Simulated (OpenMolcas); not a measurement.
**2s2 2p2 along the 6-electron sequence**

```
Program             : OpenMolcas 26.06
Method              : CASSCF
Basis               : ANO-RCC-VTZP
Scalar Hamiltonian  : DKH2, point nucleus
Spin-orbit coupling : state interaction with AMFI integrals over the reference wave functions, term energies averaged over their components
```

Active space for each ion: 4 electrons in 4 orbitals (2s 2p).

Computed levels in cm-1 above 3P0:

```csv
Level,N+,O2+,F3+,Ne4+
3P1,44.1,106,224,401
3P2,131,312,653,1154
1D2,17523,22550,27753,32773
1S0,30700,40399,50882,60764
weight of 3P in the lowest level (%),100,100,100,100
```

Measured, with the error of the calculation in %. Measured levels: N+ from NIST Handbook of Basic Atomic Spectroscopic Data; O2+ from Moore, Selected Tables of Atomic Spectra, NSRDS-NBS 3, section 11; F3+ from Moore, Atomic Energy Levels, vol. I, NSRDS-NBS 35 (1971 reprint of NBS Circular 467, 1949); Ne4+ from NIST levels in Podobedova, Fuhr, Reader and Wiese, J. Phys. Chem. Ref. Data 33, 525 (2004).

| Level | N+ | O2+ | F3+ | Ne4+ |
| --- | --- | --- | --- | --- |
| 3P1 | 48.7 (-9.4) | 113 (-6.5) | 225 (-0.5) | 412 (-2.8) |
| 3P2 | 131 (+0.1) |  | 613 (+6.5) | 1110 (+4.0) |
| 1D2 | 15316 (+14.4) | 20273 (+11.2) | 25241 (+10.0) | 30292 (+8.2) |
| 1S0 | 32689 (-6.1) | 43186 (-6.5) | 53544 (-5.0) | 63914 (-4.9) |

The fine-structure level 3P2 changes by a factor of 8.81 from N+ to Ne4+. Its fourth root runs 3.38, 4.20, 5.06, 5.83, with steps per unit of Z of 0.82, 0.85, 0.77; equal steps would mean a (Z - σ)^4 law with constant σ.

1D2 changes by a factor of 1.87 over the same range, with steps per unit of Z of +5030, +5200, +5020 cm-1.

Without dynamic correlation excited terms often stand tens of per cent too high (terms of higher spin than the ground term too low), and those without a measured partner can miss by more than the paired ones (holds for N+). Computed and measured levels are paired by configuration, term and J; levels that our copy of the source lacks, or whose pairing is in doubt (as where it misses far off the trend of its configuration), stay unpaired and out of the deviations. Levels of configurations outside the active space are missing.
